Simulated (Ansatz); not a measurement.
Nudged elastic band run: AlAsH4N, charge -1

input.yaml

```yaml
crystal:
  periodic: [false, false, false]
  atoms:
    - { symbol: "N", position_ang: [-1.941469, -0.634968, -0.664305] }
    - { symbol: Al, position_ang: [-0.445138, 0.197796, -0.476136] }
    - { symbol: As, position_ang: [1.034202, -0.695141, 1.356248] }
    - { symbol: H, position_ang: [-2.602828, -0.334733, -1.389365] }
    - { symbol: H, position_ang: [0.241152, 1.466491, -1.239999] }
    - { symbol: H, position_ang: [1.399344, 0.694131, 1.915313] }
    - { symbol: H, position_ang: [2.314736, -0.693576, 0.498242] }
total_charge: -1
basis:
  gaussian: { orbitals: def2-SVP }
hamiltonian:
  xc: b3lyp
  dispersion: d4
neb:
  order_check: false
  images: 9
  f_tol: 0.05
  max_iterations: 48
  initial_path: idpp
  final_atoms:
    - { symbol: "N", position_ang: [-1.97187289, -0.13471996, -1.16566145] }
    - { symbol: Al, position_ang: [-0.42191229, 0.32554792, -0.58373038] }
    - { symbol: As, position_ang: [0.94279541, -0.72111579, 1.32093066] }
    - { symbol: H, position_ang: [-2.50694882, -0.91321755, -0.77069565] }
    - { symbol: H, position_ang: [0.37441566, 1.56339521, -1.24582374] }
    - { symbol: H, position_ang: [1.33269354, 0.63566796, 1.93559596] }
    - { symbol: H, position_ang: [2.25082839, -0.75555778, 0.5093826] }
```

Command:

```bash
$ ansatz run input.yaml --threads 1 --pin off --max-ram 2048MiB --backend cpu --events-out ev --progress --plain --runs-dir out
```

Output, in part (warnings, iteration lines, the closing report on the highest movable image, with atoms numbered from 0; the dipole of an ion depends on the origin):

```
NEB end point (image 0): max|allowed force component| = 3.840e-3 eV/Å (the criterion of neb.relax_end_points is 1.000e-2)
NEB end point (image 10): max|allowed force component| = 4.013e-3 eV/Å (the criterion of neb.relax_end_points is 1.000e-2)
NEB iter   1: max|band force component| = 7.398e-1 eV/Å  barrier→ = 0.1425 eV  barrier← = 0.1726 eV  Δτ_max = 0.1657 Å  (294 SCF iters)
NEB iter   2: max|band force component| = 3.619e-1 eV/Å  barrier→ = 0.1466 eV  barrier← = 0.1766 eV  CI = image 6  Δτ_max = 0.1938 Å  (256 SCF iters)
NEB iter   3: max|band force component| = 3.270e-1 eV/Å  barrier→ = 0.1373 eV  barrier← = 0.1673 eV  CI = image 4  Δτ_max = 0.1680 Å  (244 SCF iters)
NEB iter   4: max|band force component| = 4.417e-1 eV/Å  barrier→ = 0.1163 eV  barrier← = 0.1463 eV  CI = image 4  Δτ_max = 0.0814 Å  (251 SCF iters)
NEB iter   5: max|band force component| = 2.711e-1 eV/Å  barrier→ = 0.1161 eV  barrier← = 0.1461 eV  CI = image 4  Δτ_max = 0.0837 Å  (243 SCF iters)
NEB iter   6: max|band force component| = 1.042e-1 eV/Å  barrier→ = 0.1160 eV  barrier← = 0.1460 eV  CI = image 4  Δτ_max = 0.0227 Å  (232 SCF iters)
NEB iter   7: max|band force component| = 7.486e-2 eV/Å  barrier→ = 0.1159 eV  barrier← = 0.1460 eV  CI = image 4  Δτ_max = 0.0131 Å  (215 SCF iters)
NEB iter   8: max|band force component| = 5.421e-2 eV/Å  barrier→ = 0.1160 eV  barrier← = 0.1461 eV  CI = image 4  Δτ_max = 0.0065 Å  (226 SCF iters)
NEB iter   9: max|band force component| = 1.905e-2 eV/Å  barrier→ = 0.1162 eV  barrier← = 0.1462 eV  CI = image 4  Δτ_max = 0.0000 Å  (457 SCF iters)
Total energy: -68985.17629557 eV, -2535.1584690304 hartree
Atom 0 at    -1.885174    -0.305550    -0.943502 Å, force     0.001696    -0.010221     0.012362 eV/Å
Atom 1 at    -0.385264     0.286102    -0.523325 Å, force     0.004965     0.005219    -0.002103 eV/Å
Atom 2 at     0.967603    -0.750619     1.363155 Å, force    -0.005790    -0.000509    -0.002630 eV/Å
Atom 3 at    -2.792280    -0.578711    -1.277776 Å, force    -0.004591     0.005048    -0.009163 eV/Å
Atom 4 at     0.447759     1.523410    -1.162033 Å, force    -0.001939    -0.000930    -0.000429 eV/Å
Atom 5 at     1.363442     0.604629     1.982412 Å, force     0.003415     0.000180     0.000846 eV/Å
Atom 6 at     2.283913    -0.779261     0.561068 Å, force     0.002244     0.001212     0.001117 eV/Å
Dipole moment:     0.571778    -0.305457     0.669846 e Å
```

It converged. A vibrational analysis at the climbing image gives 2 clearly imaginary modes (371i, 62i cm⁻¹): a point of higher order, so a lower path passes nearby. Limits of this set-up: an anion without diffuse functions.

Final band (atoms are numbered from 1 in the order of the input):

```tsv
image	path coordinate (Å)	energy (kJ/mol)	angle H4–N1–Al2 (°)
0	0.00	0.0	120
1	0.16	1.1	129
2	0.31	4.6	141
3	0.47	9.0	157
4	0.63	11.2	173
5	0.76	10.0	172
6	0.89	6.4	158
7	1.03	2.2	145
8	1.16	-0.9	134
9	1.29	-2.5	127
10	1.43	-2.9	123
```

Run time: 4.6 min on 1 thread of Arm Neoverse V1, with other jobs on the host, peak memory 0.17 GiB.
